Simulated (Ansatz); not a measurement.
Molecule: C2H5GeI2, net charge -1, singlet state. It need not be the lowest isomer of its formula. Whether it binds its extra electron was not tested at this geometry. 
Structure (B3LYP-D3(BJ)/def2-TZVP (Ansatz, an electronic-structure program) minimum search):
```xyz
10

C      1.2667    -2.4272    -0.2023
Ge     0.0778    -1.0316    -0.3253
C     -1.6349    -1.2971    -1.2634
I     -0.6355    -0.2414     2.0691
I      0.6697     1.4570    -1.6137
H      2.0372    -2.3114     0.5562
H      1.6794    -2.7171    -1.1703
H     -1.4167    -1.5804    -2.2941
H     -2.1942    -2.0919    -0.7707
H     -2.2012    -0.3694    -1.2571
```
Charge -1, spin multiplicity 1.

Basis-set convergence of Hartree-Fock and CCSD correlation energies (hartree) with Ansatz. Cores are frozen in the correlated levels unless marked. Spin-orbit coupling is left out. Frozen are the shells of the preceding noble gas and the d and f shells that filled before the atom's block. Past Kr the def2 sets carry scalar-relativistic core potentials. This anion needs diffuse functions, which these sets lack.

| basis | functions | E(HF) | E(corr, CCSD) |
|---|---|---|---|
| def2-SVP | 137 | -2747.07835 | -0.63370 |
| def2-TZVPP | 280 | -2747.45553 | -0.80845 |
| def2-QZVPP | 517 | … | … |

Q: Complete the blanks.

A: 
- def2-QZVPP, E(HF): -2747.50418
- def2-QZVPP, E(corr, CCSD): -0.87304
